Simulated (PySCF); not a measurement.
ClH₅SSi₂, SMILES Cl[SiH2]S[SiH3].

Geometry optimised at PBE0-D3(BJ)/def2-SVP. This is a generated structure with no PubChem entry under its InChIKey; it may be hypothetical. One conformer was computed; it need not be the lowest.

These are PBE0-D3(BJ)/def2-SVP (PySCF) values and carry that method's errors.

Frequencies are harmonic and unscaled.

Computed harmonic wavenumbers and intensities:
```json
[
 {"mode": "1", "ν (cm⁻¹)": "53", "IR (km/mol)": "2.1", "moving atoms (share of kinetic energy)": "Si 42 %, Cl 34 %, H 14 %, S 10 %"},
 {"mode": "2", "ν (cm⁻¹)": "104", "IR (km/mol)": "0.6", "moving atoms (share of kinetic energy)": "H 80 %, Si 11 %, S 8 %"},
 {"mode": "3", "ν (cm⁻¹)": "123", "IR (km/mol)": "0.8", "moving atoms (share of kinetic energy)": "Si 38 %, H 34 %, Cl 17 %, S 11 %"},
 {"mode": "4", "ν (cm⁻¹)": "205", "IR (km/mol)": "3.3", "moving atoms (share of kinetic energy)": "S 35 %, Si 32 %, Cl 25 %"},
 {"mode": "5", "ν (cm⁻¹)": "482", "IR (km/mol)": "5.0", "moving atoms (share of kinetic energy)": "Si 49 %, S 34 %, H 10 %"},
 {"mode": "6", "ν (cm⁻¹)": "514", "IR (km/mol)": "72.0", "moving atoms (share of kinetic energy)": "Si 43 %, S 39 %, H 9 %, Cl 8 %"},
 {"mode": "7", "ν (cm⁻¹)": "562", "IR (km/mol)": "45.2", "moving atoms (share of kinetic energy)": "Si 45 %, H 27 %, Cl 24 %"},
 {"mode": "8", "ν (cm⁻¹)": "570", "IR (km/mol)": "88.8", "moving atoms (share of kinetic energy)": "H 58 %, Si 25 %, S 11 %"},
 {"mode": "9", "ν (cm⁻¹)": "623", "IR (km/mol)": "16.9", "moving atoms (share of kinetic energy)": "H 89 %, Si 8 %"},
 {"mode": "10", "ν (cm⁻¹)": "645", "IR (km/mol)": "25.8", "moving atoms (share of kinetic energy)": "H 80 %, Si 11 %"},
 {"mode": "11", "ν (cm⁻¹)": "713", "IR (km/mol)": "6.0", "moving atoms (share of kinetic energy)": "H 95 %"},
 {"mode": "12", "ν (cm⁻¹)": "851", "IR (km/mol)": "269.8", "moving atoms (share of kinetic energy)": "H 92 %"},
 {"mode": "13", "ν (cm⁻¹)": "919", "IR (km/mol)": "161.6", "moving atoms (share of kinetic energy)": "H 94 %"},
 {"mode": "14", "ν (cm⁻¹)": "931", "IR (km/mol)": "197.3", "moving atoms (share of kinetic energy)": "H 96 %"},
 {"mode": "15", "ν (cm⁻¹)": "939", "IR (km/mol)": "19.9", "moving atoms (share of kinetic energy)": "H 95 %"},
 {"mode": "16", "ν (cm⁻¹)": "944", "IR (km/mol)": "86.5", "moving atoms (share of kinetic energy)": "H 96 %"},
 {"mode": "17", "ν (cm⁻¹)": "2236", "IR (km/mol)": "47.2", "moving atoms (share of kinetic energy)": "H 98 %"},
 {"mode": "18", "ν (cm⁻¹)": "2259", "IR (km/mol)": "19.9", "moving atoms (share of kinetic energy)": "H 97 %"},
 {"mode": "19", "ν (cm⁻¹)": "2260", "IR (km/mol)": "142.8", "moving atoms (share of kinetic energy)": "H 97 %"},
 {"mode": "20", "ν (cm⁻¹)": "2265", "IR (km/mol)": "84.5", "moving atoms (share of kinetic energy)": "H 96 %"},
 {"mode": "21", "ν (cm⁻¹)": "2281", "IR (km/mol)": "86.8", "moving atoms (share of kinetic energy)": "H 96 %"}
]
```
